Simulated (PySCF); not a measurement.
# Electron correlation in Pd⁺ (palladium, charge +1)

[Kr] 4d8 5p1, one real determinant (an excited configuration). Computed with PySCF 2.14 in ANO-RCC-VTZP, with the spin-free X2C one-electron Hamiltonian (Gaussian nucleus). Frozen: [Kr]; 9 electrons correlated.

```json
{"level": "CCSD", "correlation energy (mhartree)": "-234.98"}
{"level": "(T)", "correlation energy (mhartree)": "-7.53"}
{"level": "CCSD(T)", "correlation energy (mhartree)": "-242.51"}
```

Diagnostics: T1 = 0.0066, D1 = 0.0213, largest double amplitude 0.041.

The real determinant used has ⟨L²⟩ near 14 against 20 for a pure G term, so it mixes terms.

Cost of the coupled-cluster step: about 12 core-seconds, for 9 correlated electrons.

Iterations:

```
CC2 = 0
CCSD nocc = (np.int64(6), np.int64(3)), nmo = (50, 50)
frozen orbitals [[0, 1, 2, 3, 4, 5, 6, 7, 8, 9, 10, 11, 12, 13, 14, 15, 16, 17], [0, 1, 2, 3, 4, 5, 6, 7, 8, 9, 10, 11, 12, 13, 14, 15, 16, 17]]
max_cycle = 100
direct = 0
conv_tol = 1e-08
conv_tol_normt = 1e-06
diis_space = 8
diis_start_cycle = 0
Init t2, MP2 energy = -0.236781254969056
Init E_corr(UCCSD) = -0.236781254969579
cycle = 1  E_corr(UCCSD) = -0.232137885243649  dE = 0.00464336973  norm(t1,t2) = 0.0316416
cycle = 2  E_corr(UCCSD) = -0.233869462211059  dE = -0.00173157697  norm(t1,t2) = 0.0140013
cycle = 3  E_corr(UCCSD) = -0.234616913630556  dE = -0.000747451419  norm(t1,t2) = 0.00918729
cycle = 4  E_corr(UCCSD) = -0.234842560293148  dE = -0.000225646663  norm(t1,t2) = 0.00492576
cycle = 5  E_corr(UCCSD) = -0.234873940066332  dE = -3.13797732e-05  norm(t1,t2) = 0.00355937
cycle = 6  E_corr(UCCSD) = -0.234950085014937  dE = -7.61449486e-05  norm(t1,t2) = 0.0018621
cycle = 7  E_corr(UCCSD) = -0.234955565443368  dE = -5.48042843e-06  norm(t1,t2) = 0.00130007
cycle = 8  E_corr(UCCSD) = -0.234974560598078  dE = -1.89951547e-05  norm(t1,t2) = 0.00315383
cycle = 9  E_corr(UCCSD) = -0.234964913721699  dE = 9.64687638e-06  norm(t1,t2) = 0.00063107
cycle = 10  E_corr(UCCSD) = -0.234976468399428  dE = -1.15546777e-05  norm(t1,t2) = 0.000435121
cycle = 11  E_corr(UCCSD) = -0.234974080818798  dE = 2.38758063e-06  norm(t1,t2) = 0.000250133
cycle = 12  E_corr(UCCSD) = -0.234975719223639  dE = -1.63840484e-06  norm(t1,t2) = 0.00012054
cycle = 13  E_corr(UCCSD) = -0.234976260733115  dE = -5.41509476e-07  norm(t1,t2) = 3.67229e-05
cycle = 14  E_corr(UCCSD) = -0.234976773364201  dE = -5.12631086e-07  norm(t1,t2) = 1.20221e-05
cycle = 15  E_corr(UCCSD) = -0.234977123139849  dE = -3.49775648e-07  norm(t1,t2) = 5.54005e-06
cycle = 16  E_corr(UCCSD) = -0.234977141279405  dE = -1.81395562e-08  norm(t1,t2) = 3.5324e-06
cycle = 17  E_corr(UCCSD) = -0.234977140815292  dE = 4.64112859e-10  norm(t1,t2) = 1.17345e-05
cycle = 18  E_corr(UCCSD) = -0.23497718254482  dE = -4.17295277e-08  norm(t1,t2) = 2.41436e-06
cycle = 19  E_corr(UCCSD) = -0.234977203303388  dE = -2.07585687e-08  norm(t1,t2) = 1.33563e-06
cycle = 20  E_corr(UCCSD) = -0.234977232605036  dE = -2.93016476e-08  norm(t1,t2) = 8.53008e-07
cycle = 21  E_corr(UCCSD) = -0.234977250046754  dE = -1.74417181e-08  norm(t1,t2) = 4.93419e-07
cycle = 22  E_corr(UCCSD) = -0.234977253088408  dE = -3.04165368e-09  norm(t1,t2) = 3.03734e-07
UCCSD converged
E(UCCSD) = -5042.311998379741  E_corr = -0.2349772530884076
UCCSD(T) correction = -0.0075295647364612
```

The basis was made for the ground configuration and has no added diffuse functions, which can raise the energy of the promoted electron.

The reference is one real determinant that mixes LS terms of this configuration.
